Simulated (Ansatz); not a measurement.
`C[Si](C)(Cl)Cl` → `CCl` + `C[Si]Cl` at 400 K and 1 bar (silylene formation by 1,1-elimination).

Isolated molecules relaxed with PBE0-D4/def2-TZVP in Ansatz; ΔE leaves out vibrations. CCSD(T)/CBS adds triple-zeta CCSD(T) − MP2 to the extrapolated MP2 energy (def2 sets, frozen cores). This one scheme is used for every species.

```json
{"species": "`C[Si](C)(Cl)Cl`", "CCSD(T)/CBS energy (Eh)": "-1288.49641", "H − E (kJ/mol)": "239.9", "S (J/(mol·K))": "396.9"}
{"species": "`CCl`", "CCSD(T)/CBS energy (Eh)": "-499.63220", "H − E (kJ/mol)": "114.2", "S (J/(mol·K))": "247.0"}
{"species": "`C[Si]Cl`", "CCSD(T)/CBS energy (Eh)": "-788.72093", "H − E (kJ/mol)": "118.9", "S (J/(mol·K))": "318.8"}
```

H − E and S are ideal-gas, rigid-rotor, harmonic terms from PBE0-D4/def2-TZVP. 1 Eh = 2625.50 kJ/mol, R = 8.31446 J/(mol·K).

Q: By hand: ΔE, ΔH, ΔS and ΔG.

A: ΔE = (-499.63220) + (-788.72093) − (-1288.49641) = 0.14328 Eh = 376.2 kJ/mol. Δ(H − E) = 114.2 + 118.9 − 239.9 = -6.8, so ΔH = 369.4 kJ/mol. ΔS = 247.0 + 318.8 − 396.9 = 168.9 J/(mol·K). ΔG = 369.4 − 400 × (168.9)/1000 = 301.8 kJ/mol.

Q: By hand: the equilibrium constant, and the temperature at which ΔG would vanish if ΔH and ΔS stayed fixed.

A: log₁₀ K = −ΔG/(RT ln 10) = -39.4. ΔG = 0 at ΔH/ΔS = 2187 K.

The number of gas molecules changes by +1, which sets the sign of ΔS. A doubt of 5 kJ/mol in ΔE shifts log₁₀ K by 0.7 here. These are equilibria of isolated gas molecules and say nothing of rates. Largest T1 diagnostic: 0.012 (customary marks: 0.02 for closed shells, 0.045 for open ones).
